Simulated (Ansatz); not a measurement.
Reaction: BGeH4F (SMILES F[BH][GeH3]) → BGeH3F (SMILES F[BH][GeH2], doublet) + H (doublet) (the Ge-H bond breaks)
Each species at its own B3LYP-D3(BJ)/def2-TZVP minimum (Ansatz, a program for electronic structure).

Total energies in hartree (Ansatz). Radicals and triplets start from unrestricted determinants; spin-orbit coupling is neglected. Correlated methods leave the cores frozen (noble-gas shells, and filled d and f shells in the p block). No relativity. For partners of very few electrons the exact lower level stands in for a higher one.

```csv
species,HF/cc-pVTZ,CCSD(T)/cc-pVTZ,HF/cc-pVQZ,CCSD(T)/cc-pVQZ,CCSD(T)/cc-pVDZ,CCSDT(Q)/cc-pVDZ
1: BGeH4F (SMILES [BH]([GeH3])F),-2201.93380,-2202.45588,-2201.94750,-2202.50524,-2202.23027,-2202.23191
"2: BGeH3F (SMILES [BH]([GeH2])F, doublet)",-2201.33114,-2201.82687,-2201.34459,-2201.87502,-2201.60546,-2201.60718
3: H (doublet),-0.49981,-0.49981,-0.49995,-0.49995,-0.49928,-0.49928
```

Question: Work out the bond dissociation energy (electronic) in kcal/mol: take Hartree-Fock from cc-pVQZ, extrapolate the CCSD(T) correlation energy as X^-3 (X = 3, 4), and add CCSDT(Q) - CCSD(T) in cc-pVDZ. 1 hartree = 627.51 kcal/mol.

Answer: 
Species 1: correlation (64·(-0.55774) - 27·(-0.52208))/37 = -0.58376; step -0.00164; E1 = -2201.94750 + (-0.58376) + (-0.00164) = -2202.53290
Species 2: correlation (64·(-0.53043) - 27·(-0.49573))/37 = -0.55575; step -0.00172; E2 = -2201.34459 + (-0.55575) + (-0.00172) = -2201.90206
Species 3: correlation (64·(0.00000) - 27·(0.00000))/37 = 0.00000; step +0.00000; E3 = -0.49995 + (0.00000) + (+0.00000) = -0.49995
-1·E1 +1·E2 +1·E3 = 0.13089 hartree = 82.1 kcal/mol.
